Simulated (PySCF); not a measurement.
AlF₃, charge -1, multiplicity 2. Atoms are numbered in the order given.

```xyz
4

Al     0.0000     0.0000     0.4077
F     -1.4216    -0.8207    -0.1963
F      0.0000     1.6415    -0.1963
F      1.4216    -0.8207    -0.1963
```
Charge -1, spin multiplicity 2.

The structure is a stationary point at PBE-D3(BJ)/def2-SVPD.

All values below come from B3LYP/def2-TZVPD in PySCF.

Mulliken values depend strongly on the basis, most of all with diffuse functions as here. ESP charges are fitted to the potential on shells at 1.4 to 2.0 van der Waals radii. Atomic charges (e):

| atom | meta-Löwdin | ESP fit | Mulliken spin |
|---|---|---|---|
| Al1 | 0.87 | -0.23 | 0.86 |
| F2 | -0.62 | -0.25 | 0.05 |
| F3 | -0.62 | -0.26 | 0.05 |
| F4 | -0.62 | -0.25 | 0.05 |
